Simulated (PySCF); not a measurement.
Magnetisability: `C(/C(=C/SC)CF)N`, C$_{5}$H$_{10}$FNS

Geometry:
| atom | x (Å) | y (Å) | z (Å) |
| --- | --- | --- | --- |
| C1 | 3.280 | -0.290 | -0.852 |
| S2 | 2.110 | 0.566 | 0.246 |
| C3 | 0.642 | -0.309 | -0.162 |
| C4 | -0.575 | -0.014 | 0.286 |
| C5 | -1.790 | -0.808 | -0.150 |
| N6 | -2.542 | -0.202 | -1.237 |
| C7 | -0.810 | 1.140 | 1.216 |
| F8 | -1.940 | 1.849 | 0.872 |
| H9 | 2.986 | -0.141 | -1.887 |
| H10 | 4.254 | 0.157 | -0.676 |
| H11 | 3.306 | -1.346 | -0.601 |
| H12 | 0.810 | -1.158 | -0.806 |
| H13 | -1.476 | -1.803 | -0.479 |
| H14 | -2.472 | -0.921 | 0.696 |
| H15 | -2.916 | 0.695 | -0.944 |
| H16 | -1.936 | -0.037 | -2.034 |
| H17 | -0.971 | 0.787 | 2.243 |
| H18 | 0.029 | 1.843 | 1.196 |

Theory: GIAO BP86/cc-pVDZ magnetisability, non-relativistic, IEF-PCM acetone in PySCF. Geometry: GFN2-xTB.

Question: What are the magnetisability and the molar susceptibility?

Answer: Isotropic -1359 × 10⁻³⁰ J/T², or -81.8 × 10⁻⁶ cm³/mol; principal values -1512, -1328, -1237 × 10⁻³⁰ J/T², anisotropy 243 × 10⁻³⁰ J/T² (root of half the summed squared differences of the principal values). The susceptibility is in cgs units.

Question: Split it along the inertial axes a, b, c into diamagnetic and paramagnetic parts about the centre of mass, with the quadrupole moment.

Answer: 
| axis | χ (10⁻⁶ cm³/mol) | diamagnetic (10⁻⁶ cm³/mol) | paramagnetic (10⁻⁶ cm³/mol) | summed x² of all electrons (Å²) | quadrupole Θ (D Å) |
| --- | --- | --- | --- | --- | --- |
| a | -84.2 | -532.3 | 448.0 | 316.3 | +0.43 |
| b | -74.9 | -1466.6 | 1391.7 | 96.1 | -1.53 |
| c | -86.4 | -1749.8 | 1663.4 | 29.4 | +1.11 |

Anisotropies 2χaa − χbb − χcc = -7.2 and 2χbb − χaa − χcc = +20.8 × 10⁻⁶ cm³/mol. Θ is traceless in Buckingham's convention.
